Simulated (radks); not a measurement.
Q: Neutral krypton, [Kr]. Calculated with a radial shooting solver on a logarithmic mesh with Libxc functionals: non-relativistic Kohn-Sham, exchange-only B88, spin-polarised, spherical densities, point nucleus. Every spin shell is full or empty, so the densities are truly spherical. Functionals are evaluated on that one density, not self-consistently. Rank these orbital-free kinetic functionals by their error against the exact value of the orbitals, and give that value: Thomas-Fermi, von Weizsacker, TF + vW, TF + vW/9, TF + vW/5, APBEK, revAPBEK, Perdew 92, Thakkar, Pearson, DePristo-Kress, Ernzerhof.

A: Exact: 2752.10 hartree. From best to worst, with 100 (|E| - |E exact|)/|E exact| (equal figures are ties): DePristo-Kress -0.08, APBEK +0.11, revAPBEK +0.33, Ernzerhof -0.39, Thakkar -0.48, Perdew 92 -0.72, TF + vW/9 -0.73, Pearson -1.06, TF + vW/5 +3.39, Thomas-Fermi -5.87, TF + vW +40.46, von Weizsacker -53.66.
